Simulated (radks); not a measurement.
The mean radii <r> (bohr) of the occupied orbitals of an atom or ion are listed with their occupations. Calculated with a radial shooting solver on a logarithmic mesh with Libxc functionals: scalar-relativistic Kohn-Sham, PBEsol, spin-polarised, spherical densities, point nucleus.

| orbital | occ. | <r> |
|---|---|---|
| 1s down | 1 | 0.03345 |
| 1s up | 1 | 0.03345 |
| 2s up | 1 | 0.1457 |
| 2s down | 1 | 0.1457 |
| 2p up | 3 | 0.1270 |
| 2p down | 3 | 0.1270 |
| 3s up | 1 | 0.4030 |
| 3s down | 1 | 0.4029 |
| 3p up | 3 | 0.4033 |
| 3p down | 3 | 0.4031 |
| 3d up | 5 | 0.3843 |
| 3d down | 5 | 0.3840 |
| 4s up | 1 | 1.013 |
| 4s down | 1 | 1.007 |
| 4p up | 3 | 1.111 |
| 4p down | 3 | 1.105 |
| 4d up | 5 | 1.430 |

Name the element and its charge. Open shells, if any, are filled with parallel spins first.

Answer. Z = 44, ruthenium, charge +3: Ru3+ in [Kr] 4d5. The 1s radius gives Z: for a bare nucleus <r> = (2 gamma + 1)/(2Z) with gamma = sqrt(1 - (Z/c)^2), 0.03289 bohr for Z = 44, and screening makes it slightly larger (0.03345 here). The occupations add up to 41, and the charge is Z minus that.
